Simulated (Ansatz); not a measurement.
Job for Ansatz (a program for electronic structure): R-PBE0/def2-TZVPPD on CH8Si (a complex), monomers drawn apart or pushed together. Files ending in .json are basis or fitting sets from the Basis Set Exchange.

Ansatz 0.2 input:
```yaml
crystal:
  periodic: [false, false, false]
  atoms:
    - {symbol: C, position_ang: [0.04923857, -0.11821289, -0.08035271]}
    - {symbol: H, position_ang: [-0.18798148, 0.90473633, 0.20852291]}
    - {symbol: H, position_ang: [1.02349754, -0.39274876, 0.32162086]}
    - {symbol: H, position_ang: [-0.70970760, -0.79264067, 0.31376523]}
    - {symbol: H, position_ang: [0.07115905, -0.19236641, -1.16675698]}
    - {symbol: Si, position_ang: [-0.03892167, 0.09399661, 3.30293699]}
    - {symbol: H, position_ang: [0.66717835, 1.27379102, 2.75608153]}
    - {symbol: H, position_ang: [-0.07601722, 0.18411594, 4.78049273]}
    - {symbol: H, position_ang: [0.67470344, -1.13915648, 2.90346428]}
    - {symbol: H, position_ang: [-1.42202992, 0.05768959, 2.77810631]}
basis:
  gaussian:
    orbitals: def2-TZVPPD.json
hamiltonian:
  xc: {name: PBE0}
scf: {lower_state_search: off}
```

The head of its log:

```
Functional definition: PBE0
[...]
these checks for a lower state are left out or cut short: stability, starts, cluster_reference, orbital_swaps, neighbouring_geometries, increment
integrals: 0.10 GiB planned
968 factors; their error is unknown
mean field: 1.01 GiB planned
mean field evaluation 1: about -9035.7837 eV, gradient 4.6e1 eV
mean field evaluation 2: about -9035.2606 eV, gradient 4.5e1 eV
```

Task: Predict the final total energy.

Result: -332.2311 hartree.
